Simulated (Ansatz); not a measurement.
Consider the ligand exchange at a Ge–O bond: `[GeH3][O]C[TeH]` + H–F → `[F][GeH3]` + `OC[TeH]`.

Gas-phase electronic energies from Ansatz, PBE0-D4/def2-TZVP geometries. CBS: MP2 limit from def2 TZ/QZ plus the TZ coupled-cluster correction, frozen cores. This one scheme is used for every species. Functionals use def2-TZVPP. def2 core potentials past Kr. For Ge, Te outer-core shells are correlated without core-valence functions, which leaves a few kJ/mol of doubt a bond. Scalar relativity is left out up to krypton. Each species was taken in one conformer, which may not be the lowest.

Question: Is it downhill or uphill in electronic energy at CCSD(T)/CBS, and by how much? (An estimate is asked.)

Answer: Ansatz gave: Downhill: ΔE = -0.31 eV.

Question: What do these levels give: ωB97X-V, ωB97M-V, B2PLYP, r2SCAN, HF/def2-TZVPP, CCSD/CBS(def2)? (An estimate is asked.)

Answer: Computed: ωB97X-V -0.43, ωB97M-V -0.42, B2PLYP -0.43, r2SCAN -0.46, HF/def2-TZVPP -0.51, CCSD/CBS(def2) -0.33 eV.

Largest T1 diagnostic among the species: 0.012.

In def2-TZVPP, CCSD(T) changes the Hartree–Fock value by +0.19 eV (the triples alone add +0.02 eV) and MP2 by +0.23 eV. The D4 term adds +0.10 eV with B3LYP and +0.05 eV with PBE0; it sums over pairs of atoms, weighted by their polarisabilities, and B3LYP, whose exchange is more repulsive, gets the larger term.

B3LYP here is the variant with VWN-RPA as its local correlation; programs differ in this.
